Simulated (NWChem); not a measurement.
Dipole moment of H$_{3}$ClSi

```xyz
5

Si     0.0279    -0.9965     0.0000
Cl    -0.0303     1.0818     0.0000
H      0.7444    -1.4600     1.2180
H      0.7444    -1.4600    -1.2180
H     -1.3644    -1.5191     0.0000
```
Charge 0, spin multiplicity 1.

Program: NWChem. All single points use one geometry, from B3LYP/def2-SVP, a minimum by its harmonic frequencies.

Basis set: def2-SVPD. The CCSD dipole comes from the Λ equations, without orbital relaxation.

```tsv
method	dipole moment (D)	difference from CCSD
B3LYP	1.43	0.00
HF	1.60	+0.17
PBE	1.36	-0.07
CCSD	1.43	0.00
PBE0	1.45	+0.02
```

The values span 0.24 D, from PBE (lowest) to HF (highest). 

The correlated methods keep 10 core orbitals frozen. B3LYP has NWChem's definition, with VWN1-RPA local correlation. The structure started from a generated list of species. Differences from the coupled-cluster row are differences between methods, not errors against experiment.
